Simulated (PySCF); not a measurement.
Isomers of C4H12OSi. Computed with PySCF 2.14.0, PBE0-D3(BJ)/def2-SVP geometry optimisation, gas phase. Energies are electronic, without zero-point or thermal terms, for one conformer each. No frequencies were run at this level. Point groups hold within 0.08 Å.

**Question.** Order them by energy at this level, lowest first, and give relative energies in kcal/mol.
A. SiHMe2(OEt) (`CCO[SiH](C)C`)
B. `[CH3:1][O:2][CH2:3][C@H:4]([CH3:5])[SiH3:6]` with C1–O2–C3–C4 179°, O2–C3–C4–C5 72°
C. `CC(C)(C)O[SiH3]`

**Answer.** A (0.0), C (15.2), B (47.3).

```tsv
SMILES	E (Eh)	E rel (kcal/mol)	dipole (D)	point group	A, B, C (MHz)
[H][Si](C)(C)OCC	-523.76783	0.0	0.79	C1	4782, 1506, 1246
CC(C)(C)O[SiH3]	-523.74360	15.2	1.31	–	4335, 1775, 1773
COC[C@H](C)[SiH3]	-523.69242	47.3	1.84	C1	3901, 1787, 1429
```

**Question.** How do the relative energies change in single points at PBE0/pcSseg-1 (no added dispersion term) on the same geometries?

**Answer.** 
```csv
SMILES,PBE0-D3(BJ)/def2-SVP (kcal/mol),PBE0/pcSseg-1 (kcal/mol),shift
[H][Si](C)(C)OCC,0.0,0.0,0.0
CC(C)(C)O[SiH3],15.2,17.1,+1.9
COC[C@H](C)[SiH3],47.3,49.5,+2.2
```

Each column counts from its own lowest isomer. The order is unchanged; the largest shift is 2.2 kcal/mol.

**Question.** As an exercise, what shares would exp(−E/RT) give at 2000 K from these electronic energies alone (no entropy, no degeneracies)?

**Answer.** RT = 3.974 kcal/mol: [H][Si](C)(C)OCC 97.9 %, CC(C)(C)O[SiH3] 2.1 %, COC[C@H](C)[SiH3] under 0.1 %.
